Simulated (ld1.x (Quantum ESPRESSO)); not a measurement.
## Varying the RRKJ potential for sulfur

Base potential:

- Element: sulfur
- Generator: ld1.x (Quantum ESPRESSO) 7.5
- Type: norm-conserving RRKJ (Kleinman–Bylander form)
- Functional: PBEsol
- Relativity: scalar-relativistic
- Frozen core: [Ne]
- Valence charge: 6
- Reference configuration: 3s2 3p4
- Partial waves: 3p (bound): rc 1.55 bohr; 3s (bound): rc 1.40 bohr
- Local potential: the s channel
- Core correction: Bessel-smoothed model core inside 1.35 bohr

Cutoffs, loose and tight: the cutoffs (Ry, on a coarse ladder) from which the occupation-weighted sum of valence levels, in a spherical-Bessel basis at the reference potential, stays within 10 and 1 mRy of its value at 400 Ry. They do not see the model core or the augmentation charge, which bear on the density cutoff. Test errors are all-electron minus pseudo excitation energies from the reference, over the configurations 3s2 3p3; 3s2 3p2; 3s2 3p1; 3s1 3p5; 3s1 3p4; 3s0 3p6; 3s2 3p3.5. A dash means not determined; rows that change the core or the reference have their own tests.

```tsv
change	outcome	cutoff, loose	cutoff, tight	bound ghosts	largest test error (meV)
base	generated	45 Ry	60 Ry	none	+80
wave 3p (bound): rc 1.55 bohr becomes 3p (bound): rc 0.98 bohr	generated	140 Ry	200 Ry	none	+45
wave 3p (bound): rc 1.55 bohr becomes 3p (bound): rc 1.14 bohr	generated	80 Ry	100 Ry	none	+52
wave 3p (bound): rc 1.55 bohr becomes 3p (bound): rc 1.48 bohr	generated	45 Ry	70 Ry	none	+78
wave 3p (bound): rc 1.55 bohr becomes 3p (bound): rc 1.56 bohr	generated	45 Ry	60 Ry	none	+82
wave 3p (bound): rc 1.55 bohr becomes 3p (bound): rc 1.76 bohr	generated	40 Ry	60 Ry	none	+88
wave 3p (bound): rc 1.55 bohr becomes 3p (bound): rc 1.88 bohr	generated	40 Ry	60 Ry	none	+88
wave 3p (bound): rc 1.55 bohr becomes 3p (bound): rc 2.00 bohr	generated	40 Ry	60 Ry	none	+85
wave 3p (bound): rc 1.55 bohr becomes 3p (bound): rc 2.16 bohr	generated	40 Ry	60 Ry	none	+79
wave 3p (bound): rc 1.55 bohr becomes 3p (bound): rc 2.34 bohr	generated	40 Ry	60 Ry	none	+74
```

(1) What comes out with this change to the base: wave 3p (bound): rc 1.55 bohr becomes 3p (bound): rc 1.32 bohr?

## Answers

(1) outcome: generated; cutoff, loose: 40 Ry; cutoff, tight: 60 Ry; bound ghosts: none; largest test error (meV): +66.

Reading the sweep of the p radius (base included, trends over the rows without a ghost): The loose cutoff falls from 140 Ry at 0.98 to 40 Ry at 2.34 bohr, with one reversal. A larger radius leaves more room for a smooth pseudo-wave, so fewer plane waves are needed; a smaller one forces it to follow the all-electron wave where it bends sharply. The median size of the test errors (rows with all tests solved) is not monotonic: lowest 3.0 meV at 1.48 bohr, highest 12.2 meV at 0.98 bohr.
